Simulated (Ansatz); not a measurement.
The cluster Zn₂F₂⁺. The state is a doublet with charge 1. Geometry PBE0-D4/def2-SVP.

```xyz
4

Zn    0.418   -0.140   -0.859
Zn   -1.215    0.399    2.488
F    -0.375    0.107    0.753
F     1.171   -0.365   -2.381
```

The structure comes from a short search, and lower isomers may exist.

Task: Estimate the α-spin orbital energies around the gap (eV) in Ansatz with HF/def2-TZVP, PBE-D4/def2-SVP, BLYP-D4/def2-TZVP, PBE0-D4/def2-SVP, PBE0-D4/def2-TZVP.

Result: 
```tsv
orbital	HF/def2-TZVP	PBE-D4/def2-SVP	BLYP-D4/def2-TZVP	PBE0-D4/def2-SVP	PBE0-D4/def2-TZVP
HOMO−9	-28.64	-17.35	-17.96	-20.36	-20.88
HOMO−8	-28.64	-17.35	-17.93	-20.36	-20.88
HOMO−7	-28.43	-17.35	-17.93	-20.28	-20.77
HOMO−6	-24.29	-16.11	-16.63	-18.38	-18.82
HOMO−5	-23.49	-15.17	-15.73	-17.42	-17.91
HOMO−4	-23.49	-15.17	-15.73	-17.42	-17.91
HOMO−3	-20.11	-13.61	-14.20	-15.22	-15.78
HOMO−2	-19.68	-12.29	-12.94	-14.21	-14.78
HOMO−1	-19.68	-12.29	-12.94	-14.21	-14.78
HOMO	-14.35	-11.37	-11.76	-12.21	-12.59
LUMO	-3.85	-7.60	-8.07	-6.61	-6.99
LUMO+1	-3.64	-5.65	-6.66	-4.74	-5.97
LUMO+2	-3.64	-5.65	-6.66	-4.74	-5.97
LUMO+3	-2.02	-4.05	-5.31	-3.03	-4.40
LUMO+4	-2.02	-4.05	-5.31	-3.03	-4.40
LUMO+5	-1.45	-3.11	-4.73	-2.07	-3.98
β HOMO	-19.68	-12.29	-12.93	-14.21	-14.78
β LUMO	-5.39	-10.20	-10.92	-9.02	-9.42
```
